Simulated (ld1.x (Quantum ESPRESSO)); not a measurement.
## Which change was made? (Ca, RRKJ)

| Quantity | Value |
| --- | --- |
| Element | calcium |
| Generator | ld1.x (Quantum ESPRESSO) 7.5 |
| Type | norm-conserving RRKJ (Kleinman–Bylander form) |
| Functional | PBE |
| Relativity | scalar-relativistic |
| Frozen core | [Ar] |
| Valence charge | 2 |
| Reference configuration | 3d0 4s1 4p1 |
| Partial waves | 4p (bound): rc 4.20 bohr; 3d (bound, empty): rc 2.95 bohr; 4s (bound): rc 2.75 bohr |
| Local potential | the s channel |
| Core correction | Bessel-smoothed model core inside 1.55 bohr |
| rho0 | 0.005 |

Cutoffs, loose and tight: the cutoffs (Ry, on a coarse ladder) from which the occupation-weighted sum of valence levels, in a spherical-Bessel basis at the reference potential, stays within 10 and 1 mRy of its value at 400 Ry. They do not see the model core or the augmentation charge, which bear on the density cutoff. Test errors are all-electron minus pseudo excitation energies from the reference, over the configurations 3d0 4s2 4p0; 3d0 4s1 4p0; 3d0 4s1.5 4p0; 3d1 4s0 4p0; 3d1 4s1 4p0; 3d0 4s0 4p1; 3d0.5 4s1.5 4p0; variants that change the core or the reference have their own tests.

The base gives: outcome: generated; cutoff, loose: 6 Ry; cutoff, tight: 10 Ry; bound ghosts: none; largest test error (meV): -54.

After one change the result is: outcome: generated; cutoff, loose: 6 Ry; cutoff, tight: 8 Ry; bound ghosts: none; largest test error (meV): +122. Which change was it?
A. all radii but the core radius scaled by about 0.87 (s 2.40, p 3.66, d 2.56 bohr)
B. all radii but the core radius scaled by about 1.15 (s 3.16, p 4.82, d 3.38 bohr)
C. all radii but the core radius scaled by about 0.79 (s 2.16, p 3.30, d 2.32 bohr)
D. all radii but the core radius scaled by about 1.26 (s 3.46, p 5.30, d 3.72 bohr)

B. The others give: all radii but the core radius scaled by about 0.79 (s 2.16, p 3.30, d 2.32 bohr) → outcome: generated; cutoff, loose: 12 Ry; cutoff, tight: 18 Ry; bound ghosts: none; largest test error (meV): -170 | all radii but the core radius scaled by about 0.87 (s 2.40, p 3.66, d 2.56 bohr) → outcome: generated; cutoff, loose: 8 Ry; cutoff, tight: 18 Ry; bound ghosts: none; largest test error (meV): -145 | all radii but the core radius scaled by about 1.26 (s 3.46, p 5.30, d 3.72 bohr) → outcome: generated; cutoff, loose: 6 Ry; cutoff, tight: 8 Ry; bound ghosts: none; largest test error (meV): +232.
